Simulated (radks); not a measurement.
Results of a calculation; reference values are marked as such.
Initial-state core-level shifts of the gallium ion Ga2+ when its valence configuration changes from [Ar] 3d10 4s1. Code: a radial shooting solver on a logarithmic mesh with Libxc functionals. Model: Dirac Kohn-Sham, PBE, spin-unpolarised, spherical densities, point nucleus; open shells fill j = l - 1/2 first. Shifts are changes of the shell-averaged eigenvalues in eV (positive: less bound).

valence,1s,2s,3s,3p
3d9 4s1 4p1,-11.223,-12.255,-10.633,-10.406
3d9 4s2,-9.653,-10.741,-9.070,-8.851
3d9.5 4s1 4p0.5,-5.487,-5.975,-5.244,-5.134
3d10 4s0.5 4p0.5,-0.822,-0.783,-0.821,-0.818
3d8 4s1 4p2,-23.392,-25.676,-21.769,-21.297
3d10 4p1,-1.629,-1.552,-1.627,-1.622
3d8 4s2 4p1,-21.944,-24.263,-20.327,-19.864
3d7 4s2 4p2,-35.107,-38.862,-31.958,-31.246
3d9 4s1.5 4p0.5,-10.446,-11.505,-9.858,-9.635
